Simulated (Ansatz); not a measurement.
`[F][Zn][Br]` → Br• + F• + Zn (atom)  (atomization)

Program: Ansatz. Geometries: PBE0-D4/def2-TZVP. ΔE: electronic, gas phase. CCSD(T)/CBS is the MP2 limit (def2-TZVPP, def2-QZVPP) plus CCSD(T) − MP2 in def2-TZVPP, frozen cores. This one scheme is used for every species, atoms too. Functionals use def2-TZVPP. No spin–orbit coupling; open shells (•) take unrestricted orbitals. Spin–orbit coupling would lower the free atoms: a little for F; clearly for Br. Bonds to Br, Zn are less sure, by a few kJ/mol each and by 10 to 20 or more in all where they break to atoms, as the def2 sets lack core-valence functions. Scalar relativity is left out up to krypton.

| level | ΔE (kcal/mol) | difference from CCSD(T)/CBS |
| --- | --- | --- |
| LDA (SPW92) | 194.2 | 26.1 |
| B97M-V | 159.4 | -8.7 |
| r2SCANh-D4 | 165.1 | -3.0 |
| BHLYP-D4 | 149.8 | -18.3 |
| ωB97M-V | 161.5 | -6.6 |
| PBE | 164.6 | -3.5 |
| r2SCAN | 167.4 | -0.7 |
| CAM-B3LYP | 159.6 | -8.5 |
| HF/def2-SVP | 114.1 | -54.0 |
| CCSD(T)/def2-TZVPP | 157.7 | -10.4 |
| CCSD(T)/CBS | 168.1 | 0 |

Largest T1 diagnostic among the species: 0.017.

The D4 term adds +1.8 kcal/mol with B3LYP and +0.9 kcal/mol with PBE0; it sums over pairs of atoms, weighted by their polarisabilities, and B3LYP, whose exchange is more repulsive, gets the larger term. From BLYP to BHLYP (50 % exact exchange), in def2-TZVPP and without D4, ΔE moves by −4.7 kcal/mol: exact exchange takes away binding that semilocal exchange gives to molecules. In def2-TZVPP, CCSD(T) changes the Hartree–Fock value by +41.9 kcal/mol (the triples alone add +3.6 kcal/mol) and MP2 by +55.7 kcal/mol; breaking electron pairs costs correlation energy, which Hartree–Fock lacks.

B3LYP here is the variant with VWN-RPA as its local correlation; programs differ in this.

For atomizations the MP2-based limit and the directly extrapolated one differ by several kJ/mol either way, and by 10 to 25 for some Ge, Se and Sn compounds, so smaller differences from it don't rank the levels.
